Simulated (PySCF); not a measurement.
## Continuum solvent and chemical shifts

Mapped SMILES: `[CH3:1][CH:2]=[C:3]=[CH:4][C:5]([CH3:6])=[O:7]`. Each H is labelled by its parent atom.

GIAO PBE0/pcSseg-1 in PySCF 2.14.0 with density-fitted response routines on one PBE0-D3(BJ)/def2-SVP conformer, non-relativistic, equivalent nuclei averaged. Solvents enter as an IEF-PCM continuum (chloroform with ε = 4.7, dichloromethane with ε = 8.9) around the gas-phase geometry. Shifts are referred to TMS computed in the same medium.

Gas phase, δ in ppm: C3 228.1, C5 199.0, C4 101.4, C2 95.9, C6 28.6, C1 16.2, H(C4) 5.73, H(C2) 5.64, H(C6) 2.18, H(C1) 1.86. Dipole moment 4.18 D.

(1) How does each δ change in the continuum?

(2) Which nuclei move most (in ppm), and what does the model miss?

Answers

(1) 
| atoms | environment | Δδ, chloroform | Δδ, dichloromethane |
| --- | --- | --- | --- |
| C3 | central carbon of an allene | +0.9 | +1.2 |
| C5 | ketone carbonyl carbon | +5.7 | +6.8 |
| C4 | terminal carbon of a cumulated C=C=C unit | +0.2 | +0.2 |
| C2 | terminal carbon of a cumulated C=C=C unit | +3.2 | +3.9 |
| C6 | methyl carbon α to a carbonyl | +1.1 | +1.4 |
| C1 | allylic methyl carbon | +0.1 | +0.1 |
| H(C4) | hydrogen on a terminal carbon of a cumulated C=C=C unit | +0.02 | +0.01 |
| H(C2) | hydrogen on a terminal carbon of a cumulated C=C=C unit | +0.31 | +0.38 |
| H(C6) | hydrogen on a methyl carbon α to a carbonyl | +0.12 | +0.14 |
| H(C1) | hydrogen on an allylic methyl carbon | +0.08 | +0.10 |

Changes are relative to the gas phase. The dipole moment becomes 5.23 D in chloroform, 5.44 D in dichloromethane.

(2) C5 (ketone carbonyl carbon, +6.8 ppm) in dichloromethane. A continuum only polarises the solute; specific hydrogen bonds, the anisotropy of aromatic solvents and changes of geometry or conformer are outside it.
